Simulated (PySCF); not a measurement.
Compound: C₂H₁₀AlBO.
SMILES: `[O+](CB)([AlH3-])C`

A PySCF run (density fitting, gas phase, GFN2-xTB geometry) gave HOMO -8.50 eV, LUMO -1.03 eV, dipole 5.21 D and E = -424.633 Eh.

**Question.** Which of these levels was it?
A. CAM-B3LYP/def2-SVPD
B. LC-wPBE/6-311+G(2d,p)
C. BHandHLYP/6-311+G(2d,p)

**Answer.** C. It is BHandHLYP/6-311+G(2d,p). All candidates on this geometry:

```csv
level and settings,kind,basis functions,SCF cycles,E (Eh),HOMO (eV),LUMO (eV),dipole (D)
"BHandHLYP/6-311+G(2d,p)",global hybrid,203,12,-424.6329,-8.50,-1.03,5.21
CAM-B3LYP/def2-SVPD,range-separated hybrid,187,12,-424.3824,-8.69,-0.98,5.13
"LC-wPBE/6-311+G(2d,p), grid level 3, energy threshold 1e-07 Eh",range-separated hybrid,203,8,-424.5373,-10.07,0.20,5.20
```

The nearest other candidate, by the summed differences of HOMO and LUMO, is CAM-B3LYP/def2-SVPD: its HOMO differs by -0.19 eV and its LUMO by +0.05 eV. Cycle counts include a coarse-grid stage where the run had one. All basis functions are spherical, in the Pople sets too.

Conformer computed: `[BH2:1][CH2:2][O+:3]([CH3:4])[AlH3-:5]`: B1–C2–O3–C4 75°.
